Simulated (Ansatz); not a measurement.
`ClB(Cl)[SeH]` + PH₃ → `P[SeH]` + `ClBCl` at 600 K and 1 bar (ligand exchange at the Se–B bond).

Program: Ansatz. Geometries: PBE0-D4/def2-TZVP. ΔE: electronic, gas phase. CCSD(T)/CBS is the MP2 limit (def2-TZVPP, def2-QZVPP) plus CCSD(T) − MP2 in def2-TZVPP, frozen cores. This one scheme is used for every species. For Se outer-core shells are correlated without core-valence functions, which leaves a few kJ/mol of doubt a bond. Scalar relativity is left out up to krypton. One conformer a species, not always the lowest.

```csv
species,CCSD(T)/CBS energy (Eh),H − E (kJ/mol),S (J/(mol·K))
`ClB(Cl)[SeH]`,-3345.76079,81.0,382.2
PH₃,-342.72256,86.3,240.2
`P[SeH]`,-2743.44381,100.9,326.5
`ClBCl`,-945.02167,68.4,308.2
```

H − E and S are ideal-gas, rigid-rotor, harmonic terms from PBE0-D4/def2-TZVP, for one conformer and one mirror image of each species. 1 Eh = 2625.50 kJ/mol, R = 8.31446 J/(mol·K).

**Question.** By hand: ΔE, ΔH, ΔS and ΔG.

**Answer.** ΔE = (-2743.44381) + (-945.02167) − (-3345.76079) − (-342.72256) = 0.01787 Eh = 46.9 kJ/mol. Δ(H − E) = 100.9 + 68.4 − 81.0 − 86.3 = 2.0, so ΔH = 48.9 kJ/mol. ΔS = 326.5 + 308.2 − 382.2 − 240.2 = 12.3 J/(mol·K). ΔG = 48.9 − 600 × (12.3)/1000 = 41.5 kJ/mol.

**Question.** By hand: the equilibrium constant, and the temperature at which ΔG would vanish if ΔH and ΔS stayed fixed.

**Answer.** log₁₀ K = −ΔG/(RT ln 10) = -3.6. ΔG = 0 at ΔH/ΔS = 3976 K, far beyond where these terms or the molecules hold.

The number of gas molecules stays the same, so ΔS is small and ΔH decides. A doubt of 5 kJ/mol in ΔE shifts log₁₀ K by 0.4 here. Other conformers and mirror images would add mixing entropy, several J/(mol·K) or more a flexible species. These are equilibria of isolated gas molecules and say nothing of rates. Largest T1 diagnostic: 0.013 (customary marks: 0.02 for closed shells, 0.045 for open ones).
